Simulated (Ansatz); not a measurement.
Abridged output of a molecular run in Ansatz:

```
Functional definition: HF
947 factors; integrals over basis functions are off by at most 1.1e-3 eV
mean field evaluation 1: about -11704.6135 eV, gradient 3.7e1 eV
mean field evaluation 2: about -11704.6478 eV, gradient 3.7e1 eV
mean field evaluation 4: about -11707.8026 eV, gradient 3.5e0 eV
mean field evaluation 8: about -11707.8460 eV, gradient 2.1e-1 eV
mean field evaluation 16: about -11707.8010 eV, gradient 8.8e-1 eV
mean field -11707.84634942 eV, -430.2554174777 hartree, gradient 5.1e-6 eV, S^2 0.000000; 0 other end points of the search recorded, 0 dependent functions left out
8 core orbitals not correlated: weight in the atoms' cores, before any rotation towards them, 1.000 or more for the frozen orbitals, at most 0.000 for the correlated occupied ones
reference -11707.84634942 eV, -430.2554174777 hartree; 12, 12 occupied and 75, 75 virtual orbitals, 947 factors
second order -13.99351585 eV of doubles, -0.00000000 eV of singles
cycle   1  -14.89752746 eV  change   -9.0e-1 eV  update   8.5e-2
cycle   2  -15.31158033 eV  change   -4.1e-1 eV  update   2.5e-2
cycle   3  -15.38963890 eV  change   -7.8e-2 eV  update   1.2e-2
cycle   4  -15.38760056 eV  change    2.0e-3 eV  update   3.4e-3
cycle   5  -15.38622909 eV  change    1.4e-3 eV  update   1.7e-3
cycle   6  -15.38617809 eV  change    5.1e-5 eV  update   6.5e-4
cycle   7  -15.38603611 eV  change    1.4e-4 eV  update   2.7e-4
cycle   8  -15.38597202 eV  change    6.4e-5 eV  update   9.7e-5
cycle   9  -15.38598652 eV  change   -1.5e-5 eV  update   3.7e-5
cycle  10  -15.38599036 eV  change   -3.8e-6 eV  update   1.5e-5
perturbative correction -0.37490591 eV, -0.0137775382 hartree
Total energy: -11723.60724569 eV, -430.8346197326 hartree
```

Its atoms:

Z-matrix (Å, degrees):
```
C
Si 1 1.887
B 1 1.533 2 110.4
H 1 1.096 2 103.9 3 -122.2
H 1 1.095 2 103.3 3 122.5
O 2 1.648 1 110.9 3 -175.7
H 2 1.489 1 109.1 3 62.3
H 2 1.480 1 110.9 3 -59.4
H 3 1.198 1 120.7 2 88.3
H 3 1.198 1 120.8 2 -88.4
H 6 0.958 2 117.9 1 -67.9
```

(1) Which basis set was used?
A. cc-pV(Q+d)Z
B. def2-SVP
C. def2-TZVPPD
D. def2-SVPD

(2) Write the keys of the input that set method, charge and spin (a neutral closed shell needs none for the last two).

## Answers

(1) B. It gives 95 functions.

(2) 
```yaml
correlation: {method: ccsd_t}
```
